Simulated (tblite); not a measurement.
Compound: C₆H₁₈NPSi.
Structure used (GFN2-xTB), in Å, numbered top down from 1:
```xyz
27
C6H18NPSi angstrom
C     -2.945   -0.612    0.613
C     -1.494   -0.712    0.155
C     -0.763   -1.807    0.928
P     -0.615    0.930    0.416
Si    -1.766    2.248   -0.980
C      0.849    0.665   -0.715
N      1.826   -0.230   -0.134
C      2.812   -0.646   -1.109
C      2.452    0.349    1.034
H     -3.500    0.106    0.012
H     -2.990   -0.296    1.654
H     -3.433   -1.583    0.529
H     -1.464   -0.951   -0.917
H     -0.804   -1.601    1.997
H     -1.228   -2.775    0.744
H      0.282   -1.851    0.627
H     -2.890    2.814   -0.237
H     -2.279    1.581   -2.184
H     -0.876    3.329   -1.408
H      0.499    0.229   -1.657
H      1.281    1.661   -0.937
H      3.402    0.196   -1.504
H      3.492   -1.357   -0.640
H      2.312   -1.142   -1.941
H      3.038    1.251    0.795
H      1.674    0.618    1.748
H      3.110   -0.389    1.490
```

Method: GFN2-xTB as coded in tblite; computed harmonic values from a numerical Hessian at the method's own geometry, unscaled. This tight-binding method is rough: wavenumbers can miss measured ones by several per cent, in bad cases by 10 to 20. Modes of hydrogen on silicon can be 10 to 20 % off. One conformer, not necessarily the lowest.

Harmonic wavenumbers (cm⁻¹): 45.8, 55.8, 82.0, 109.0, 116.2, 137.0, 197.7, 204.8, 211.3, 226.3, 235.3, 250.6, 292.4, 309.6, 368.0, 387.3, 423.0, 437.5, 458.8, 495.2, 529.2, 652.6, 738.6, 760.6, 785.3, 800.7, 850.3, 891.7, 932.3, 940.2, 983.1, 1038.4, 1052.0, 1054.3, 1079.4, 1123.2, 1129.5, 1165.8, 1169.1, 1244.0, 1250.1, 1267.4, 1291.3, 1292.6, 1402.9, 1407.4, 1415.8, 1420.8, 1443.2, 1476.7, 1484.0, 1487.1, 1492.0, 1493.6, 1495.0, 1498.3, 1502.1, 2209.5, 2245.3, 2275.4, 2754.1, 2842.7, 2852.4, 2871.6, 2911.3, 2995.0, 3001.2, 3005.9, 3006.1, 3010.5, 3012.9, 3013.3, 3019.6, 3022.0, 3034.0.

A = 1440, B = 774.7, C = 590.1 MHz; mass 163.095 u (most abundant isotopes); point group C1, symmetry number 1.

**Question.** Zero-point energy?

**Answer.** ½Σν̃ = 49584 cm⁻¹ = 141.77 kcal/mol.

**Question.** What is S at 298.15 K and 1 bar for an ideal gas of classical rigid rotors and harmonic oscillators?

**Answer.** Translation 41.20, rotation 30.57, vibration 45.95: S = 117.7 cal/(mol K).

**Question.** And Cp and H(298.15 K) − H(0)?

**Answer.** Cp = 53.80 cal/(mol K), of which vibrations give 45.85 (their classical limit is 75 R = 149.0); H(298.15 K) − H(0) = 9.60 kcal/mol without the zero-point energy, 7.23 from vibrations.

**Question.** What must be added to the electronic energy to get the Gibbs energy at 298.15 K and 1 bar?

**Answer.** ZPE + [H(298.15 K) − H(0)] − T·S = 141.77 + 9.60 − 35.10 = 116.27 kcal/mol.

**Question.** Which modes carry the vibrational entropy at 298.15 K?

**Answer.** 45.8 cm⁻¹: 4.99; 55.8 cm⁻¹: 4.60; 82.0 cm⁻¹: 3.84; 109.0 cm⁻¹: 3.29; 116.2 cm⁻¹: 3.16; 137.0 cm⁻¹: 2.85 cal/(mol K); the other 69 give 23.22 together.

Hindered rotation and anharmonicity are outside this model. Other conformers, if any are populated, would add a mixing term that is left out. The structure is chiral; the term R ln 2 for an equal mix with its mirror image is left out.

On one thread of an AMD EPYC 9R45, on a shared host, this took 1.0 s wall. This covers the Hessian and the dipole derivatives.
